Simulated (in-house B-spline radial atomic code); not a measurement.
# Ionising the cadmium ion Cd⁶⁺ with different functionals

Computed with an all-electron radial atomic-structure program (B-spline basis): non-relativistic Hamiltonian, point nucleus, spin-polarised at highest spin, spherical fractional occupations for the functionals, and exact exchange of hybrids averaged over the configuration. The ionisation energy is the difference of two self-consistent energies, [Kr] 4d6 → [Kr] 4d5, without Breit or QED terms; ε is the level of the shell that loses the electron (its least bound occupied spin orbital). There is no spin-orbit coupling in this Hamiltonian.

| method | rung | ΔSCF (eV) | -ε(4d) (eV) |
| --- | --- | --- | --- |
| PBE0 | global hybrid | 107.15 | 100.40 |
| B3LYP | global hybrid | 107.33 | 99.99 |
| TPSSh | global hybrid | 107.01 | 98.68 |
| M06-2X | global hybrid | 107.84 | 103.94 |
| BHandHLYP | global hybrid | 107.00 | 102.84 |
| r2SCAN0 | global hybrid | 106.54 | 99.98 |
| B97-1 | global hybrid | 107.40 | 100.16 |
| HSE06 | range-separated hybrid | 107.10 | 99.93 |
| wB97X | range-separated hybrid | 107.15 | 102.99 |
| CAM-B3LYP | range-separated hybrid | 107.28 | 101.96 |
| LC-wPBE | range-separated hybrid | 107.26 | 103.24 |

Q: Among the functionals, which spreads more, the ΔSCF values or the orbital energies?

A: The orbital energies: ΔSCF values span about 1.30 eV and the orbital energies 5.27 eV; here energy differences depend much less on the functional than eigenvalues do.

Q: How do they compare with the NIST value?

A: NIST lists 105 eV ± 2 (tabulated theory, ground level to ground level). Errors run from +1.54 to +2.84 eV; all lie within about twice that uncertainty, so the table can't rank the methods.
